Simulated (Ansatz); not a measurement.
`[OH][Ga]([Br])[O][SiH3]` + H₂O → `[OH][Ga]([OH])[Br]` + `O[SiH3]`  (formal hydrolysis of a Ga–O bond)

Program: Ansatz. Geometries: PBE0-D4/def2-TZVP. ΔE: electronic, gas phase. CBS: MP2 limit from def2 TZ/QZ plus the TZ coupled-cluster correction, frozen cores. This one scheme is used for every species. DFT in def2-TZVPP. For Br, Ga outer-core shells are correlated without core-valence functions, which leaves a few kJ/mol of doubt a bond. Scalar relativity is left out up to krypton. Each species was taken in one conformer, which may not be the lowest.

```csv
level,ΔE (kcal/mol)
r2SCAN-D4,2.6
r2SCANh,2.5
```

(1) What does CCSD(T)/CBS give? (Best estimate.)

Largest T1 diagnostic among the species: 0.012.

## Answers

(1) Computed: +4.1 kcal/mol. The listed levels differ from it by -1.5, -1.6 kcal/mol.

From PBE to PBE0 (25 % exact exchange), in def2-TZVPP and without D4, ΔE moves by +1.0 kcal/mol. The D4 term adds +1.8 kcal/mol with B3LYP and +1.1 kcal/mol with PBE0; it sums over pairs of atoms, weighted by their polarisabilities, and B3LYP, whose exchange is more repulsive, gets the larger term. Leaving LDA and LC-ωPBE aside and taking each functional with its dispersion term where it has one, the values, not all of them listed here, spread over 2.5 kcal/mol, from PBE-D4 to BHLYP-D4.

B3LYP here is the variant with VWN-RPA as its local correlation; programs differ in this.
